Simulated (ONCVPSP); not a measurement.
# What the settings do to the ONCV potential of Nd

Base potential:

ONCVPSP 4.0.1 input, shortened (lines: element, Z, core and valence counts, functional; n l f; lmax; l rc ep ncon nbas qcut; lloc lpopt rc5 dvloc0; l nproj debl; icmod fcfact rcfact), PBE, scalar-relativistic:

```
  Nd 60.00    9    5        4      upf
    1    0    2.00
    2    0    2.00
    2    1    6.00
    3    0    2.00
    3    1    6.00
    3    2   10.00
    4    0    2.00
    4    1    6.00
    4    2   10.00
    4    3    4.00
    5    0    2.00
    5    1    6.00
    6    0    1.75
    6    1    0.25
    3
    0    2.20    0.00    4    9    5.20
    1    3.10    0.00    4    7    3.90
    2    2.40    0.35    4    9    4.40
    3    1.55    0.00    3    8   12.00
    4    5    1.55    0.00
    0    2    2.50
    1    2    0.60
    2    2    2.30
    3    2    1.70
    0    0.00    0.00
```

In the d channel the program set the typed energies aside and used 0.050, 2.350 Ha.

All-electron outer shells of the reference configuration (PBE, scalar-relativistic, ld1.x):

| shell | level (eV) | outermost node (bohr) | outermost maximum (bohr) |
| --- | --- | --- | --- |
| 4d | -116.98 | 0.29 | 0.62 |
| 5s | -40.78 | 0.72 | 1.32 |
| 5p | -22.40 | 0.77 | 1.50 |
| 6s | -3.68 | 1.77 | 3.78 |
| 4f | -2.06 | – | 0.67 |
| 6p | -1.38 | 2.13 | 5.04 |

Cutoffs, loose and tight: the cutoffs (Ha) at which the residual kinetic energy of the hardest occupied pseudo-wave falls to 1 and 0.1 mHa per electron. They do not see the model core or the augmentation charge, which bear on the density cutoff. Test errors are all-electron minus pseudo excitation energies from the reference, over the configurations 4f4 5s2 5p6 6s2 6p0; 4f4 5s2 5p6 6s1 6p0; 4f4 5s2 5p6 6s0 6p0; 4f4 5s1 5p6 6s2 6p0. A dash means not determined; rows that change the core or the reference have their own tests.

```csv
change,outcome,"cutoff, loose","cutoff, tight",bound ghosts,GHOST(+) flags above zero,largest test error (meV)
base,"generated, projector energies reset by the program",57 Ha,64 Ha,none,s,tests left out (the all-electron energies of this program are off by 10 to 40 meV for near-neutral 4f atoms)
f: qcut 7.5,"generated, projector energies reset by the program",–,–,none,s,tests left out (the all-electron energies of this program are off by 10 to 40 meV for near-neutral 4f atoms)
f: qcut 13.5,"failed: ERROR pspot: first pseudo wave function has node, program will stop",–,–,–,–,–
f: qcut 15.3,"failed: ERROR pspot: first pseudo wave function has node, program will stop",–,–,–,–,–
f: qcut 17.6,"failed: ERROR pspot: first pseudo wave function has node, program will stop",–,–,–,–,–
```

What comes out with this change to the base: f: qcut 9.9?

outcome: generated, projector energies reset by the program; cutoff, loose: 44 Ha; cutoff, tight: 58 Ha; bound ghosts: none; GHOST(+) flags above zero: s; largest test error (meV): tests left out (the all-electron energies of this program are off by 10 to 40 meV for near-neutral 4f atoms).

What comes out with this change to the base: f: qcut 11.6?

outcome: generated, projector energies reset by the program; cutoff, loose: 54 Ha; cutoff, tight: 60 Ha; bound ghosts: none; GHOST(+) flags above zero: s; largest test error (meV): tests left out (the all-electron energies of this program are off by 10 to 40 meV for near-neutral 4f atoms).

Reading the sweep of the qcut of the f channel (base included, trends over the rows without a ghost): The generation fails at 13.5, 15.3, 17.6 1/bohr.
